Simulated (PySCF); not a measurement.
F₃Zr (SMILES [F][Zr]([F])[F]), doublet, geometry from GFN2-xTB (such geometries of metal compounds can be far from the true shape) (the multiplicity is a formal guess) (core potentials on Zr). Base run: M062X/def2-SVP (PySCF).

Here is a job for PySCF.
```python
from pyscf import gto, scf, dft, solvent

mol = gto.M(
    atom='''
Zr    0.000000    0.000000    0.000000
F     1.821412   -0.215123   -0.184716
F    -0.826538   -0.459211    1.582371
F    -0.994874    0.674334   -1.397655
''',
    basis='def2-svp',
    ecp={'Zr': 'def2-svp'},
    charge=0,
    spin=1,
    verbose=4,
)

mf = dft.UKS(mol)
mf.xc = 'm062x'
mf.kernel()
```

The base run was repeated with changes; each row names its change, and settings that it needs were set with it.

| change | ΔE vs base (kJ/mol) | dipole (D) |
|---|---|---|
| base | 0.00 | 0.00 |
| model = ddCOSMO; solvent = toluene | -65.3 | 0.02 |
| model = COSMO; solvent = toluene | -13.96 | 0.00 |
| model = IEF-PCM; solvent = toluene; r_probe = 0.5 | -4.32 | 0.00 |
| model = IEF-PCM; solvent = toluene; vdw_scale = 1.0 | -40.1 | 0.00 |
| model = C-PCM; solvent = toluene | -17.01 | 0.00 |
| model = IEF-PCM; solvent = chloroform | -21.22 | 0.00 |
| model = IEF-PCM; solvent = acetonitrile | -28.9 | 0.00 |
| model = IEF-PCM; solvent = water | -29.7 | 0.00 |
| model = IEF-PCM; solvent = toluene; lebedev_order = 11 | -14.36 | 0.00 |
| model = IEF-PCM; solvent = toluene; lebedev_order = 41 | -14.02 | 0.00 |
| model = IEF-PCM; solvent = toluene; vdw_scale = 1.4 | -5.89 | 0.00 |

The base is the gas phase, so ΔE is the electrostatic part of solvation at a fixed geometry, without cavity and dispersion terms.

Open shells are given as the SCF converged; they aren't shown to be the lowest states, and a large step between rows can be another state.
